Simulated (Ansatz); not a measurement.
AlH6NSSi2 (`[SiH3][SiH]1[NH][AlH][S]1`), 11 atoms. The species carries charge 0 and has multiplicity 1. All runs use 4 threads of an INTEL XEON PLATINUM 8581C on a shared host. Correlated methods freeze the cores.

Task: Give the basis size and wall time and peak host memory of each of these runs in Ansatz. RKS r2SCAN-D4/def2-TZVPP energy and forces; RKS ωB97M-V/def2-SVP energy; RHF-MP2/def2-QZVPP energy; RKS ωB97M-V/def2-QZVPP energy; RKS PBE0-D4/def2-SVP energy; RKS PBE0-D4/def2-TZVP relaxation (12 steps); RKS BLYP-D4/def2-TZVPP energy; direct RPA on PBE orbitals/def2-TZVPP energy; RHF-CCSD(T)/def2-SVP energy; RKS PBE0-D4/def2-TZVP frequencies; RKS PBE0-D4/def2-TZVPP energy; RKS BHLYP-D4/def2-TZVPP energy. (Estimate.)

Result: Computed: Other jobs shared the machine, so times are rough.

```tsv
level	job	functions	wall time	peak host memory (GiB)
RKS PBE0-D4/def2-SVP	energy	116	1.1 s	0.27
RKS BLYP-D4/def2-TZVPP	energy	283	1.9 s	0.48
RHF-CCSD(T)/def2-SVP	energy	116	3 s	0.5
RKS PBE0-D4/def2-TZVPP	energy	283	3.4 s	0.96
RKS BHLYP-D4/def2-TZVPP	energy	283	3.4 s	0.98
RKS ωB97M-V/def2-SVP	energy	116	3.9 s	0.43
RKS r2SCAN-D4/def2-TZVPP	energy and forces	283	4.1 s	0.51
direct RPA on PBE orbitals/def2-TZVPP	energy	283	4.3 s	0.74
RHF-MP2/def2-QZVPP	energy	517	19 s	3.5
RKS ωB97M-V/def2-QZVPP	energy	517	20 s	2.8
RKS PBE0-D4/def2-TZVP	relaxation (12 steps)	215	39 s	0.71
RKS PBE0-D4/def2-TZVP	frequencies	215	2.4 min	0.72
```
